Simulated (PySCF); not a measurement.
Orbital picture of GaF

RHF at R = 1.790 Å; Ga cc-pVTZ-PP with ECP10, F cc-pVTZ; scalar-relativistic core potentials (PySCF 2.14). State: ¹Σ⁺ (singlet), closed shell. Only the outer orbitals are listed, counted within each symmetry, core potentials removing the inner ones.

```json
{"orbital": "6σ", "occ.": "2", "ε (eV)": "-17.18", "on Ga (%)": "20", "main shells (%)": "79 F p, 15 Ga s"}
{"orbital": "3π", "occ.": "2", "ε (eV)": "-15.60", "on Ga (%)": "5", "main shells (%)": "95 F p"}
{"orbital": "3π", "occ.": "2", "ε (eV)": "-15.60", "on Ga (%)": "5", "main shells (%)": "95 F p"}
{"orbital": "7σ", "occ.": "2", "ε (eV)": "-10.15", "on Ga (%)": "91", "main shells (%)": "77 Ga s, 13 Ga p, 9 F p"}
{"orbital": "4π", "occ.": "0", "ε (eV)": "0.98", "on Ga (%)": "99", "main shells (%)": "98 Ga p"}
{"orbital": "4π", "occ.": "0", "ε (eV)": "0.98", "on Ga (%)": "99", "main shells (%)": "98 Ga p"}
{"orbital": "8σ", "occ.": "0", "ε (eV)": "2.64", "on Ga (%)": "99", "main shells (%)": "86 Ga p, 10 Ga d"}
```

Q: Which are the highest filled and the lowest empty level, where do they sit, and how wide is the gap?

A: Highest filled 7σ at -10.15 eV (in %: 77 Ga s, 13 Ga p, 9 F p); lowest empty 4π at 0.98 eV (in %: 98 Ga p); the gap at RHF is 11.13 eV. An empty level above zero is unbound, and its energy depends on the basis.

```
bond order (Mayer)                              : 0.81
⟨S²⟩                                            : 0.000
charge on Ga (Mulliken, basis-dependent)        : 0.54
charge on Ga (Löwdin, basis-dependent)          : 0.29
dipole moment (positive dipole means Ga(−)F(+)) : -2.39 D
polarisability along the bond                   : 30.4 bohr³
polarisability across the bond                  : 33.1 bohr³
```
